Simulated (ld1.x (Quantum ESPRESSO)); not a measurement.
**Scattering properties, TM potential for Sb (Z = 51)**

| Item | Value |
| --- | --- |
| Element | antimony |
| Generator | ld1.x (Quantum ESPRESSO) 7.5 |
| Type | norm-conserving Troullier–Martins (Kleinman–Bylander form) |
| Functional | PBEsol |
| Relativity | scalar-relativistic |
| Frozen core | [Kr] |
| Valence charge | 15 |
| Reference configuration | 4d10 5s2 5p2 (charge +1) |
| Partial waves | 5s (bound): rc 1.94 bohr; 5p (bound): rc 2.00 bohr; 4f channel at 0.45 Ry: rc 1.70 bohr; 4d (bound): rc 1.82 bohr |
| Local potential | the d channel |
| Core correction | a·sin(br)/r model core inside 0.70 bohr |

The phase is arctan(r·u′/u) with u = r·R(r), unwrapped; energies in Ry, scanned from -5 to 5 Ry. A pole is an energy at which the radial function vanishes at the test radius. The pseudo phase is shifted by a multiple of π to meet the all-electron one at the reference energy, and phase errors are pseudo minus all-electron; the curves can meet again beyond the range given. Levels narrower than the energy grid can be missing from the lists of poles.

```
channel  radius (bohr)  reference energy (Ry)  poles, all-electron  poles, pseudo  unbroken range about the reference energy with phases within 0.05 rad  phase error 1 Ry above the reference energy (rad)
      s           2.20                  -1.52                 1.12           0.98                                                              below 2.9                                             -0.004
      p           2.20                  -0.88                 2.80    -3.33, 2.71                                                             above -3.1                                             +0.001
      d           2.20                  -3.08                -2.92          -2.92                                                              below 0.2                                             +0.004
      f           2.20                   0.45                 2.51           2.64                                                              below 3.2                                             +0.022
```

Note: ghost states, extra bound levels that the all-electron valence spectrum of the same l lacks: s at -158.7 eV, p at -45.6 eV. A true bound ghost makes a file unfit for plane-wave use.

Phases in the s channel:

| E (Ry) | all-electron | pseudo |
| --- | --- | --- |
| -5.00 | 1.284 | 1.282 |
| -4.74 | 1.268 | 1.265 |
| -4.48 | 1.249 | 1.246 |
| -4.22 | 1.226 | 1.224 |
| -3.96 | 1.199 | 1.196 |
| -3.70 | 1.165 | 1.162 |
| -3.44 | 1.121 | 1.118 |
| -3.18 | 1.064 | 1.060 |
| -2.92 | 0.985 | 0.981 |
| -2.66 | 0.870 | 0.865 |
| -2.40 | 0.692 | 0.688 |
| -2.14 | 0.409 | 0.405 |
| -1.88 | -0.012 | -0.014 |
| -1.62 | -0.481 | -0.481 |
| -1.36 | -0.840 | -0.840 |
| -1.10 | -1.069 | -1.070 |
| -0.84 | -1.214 | -1.217 |
| -0.58 | -1.312 | -1.315 |
| -0.32 | -1.382 | -1.386 |
| -0.06 | -1.434 | -1.439 |
| 0.20 | -1.474 | -1.481 |
| 0.46 | -1.508 | -1.516 |
| 0.72 | -1.535 | -1.545 |
| 0.98 | -1.559 | -1.571 |
| 1.24 | -1.581 | -1.595 |
| 1.50 | -1.600 | -1.617 |
| 1.76 | -1.618 | -1.638 |
| 2.02 | -1.635 | -1.659 |
| 2.28 | -1.651 | -1.681 |
| 2.54 | -1.667 | -1.704 |
| 2.80 | -1.683 | -1.730 |
| 3.06 | -1.700 | -1.760 |
| 3.32 | -1.718 | -1.796 |
| 3.58 | -1.737 | -1.842 |
| 3.84 | -1.757 | -1.905 |
| 4.10 | -1.780 | -1.996 |
| 4.36 | -1.806 | -2.147 |
| 4.62 | -1.837 | -2.428 |
| 4.88 | -1.873 | -2.977 |
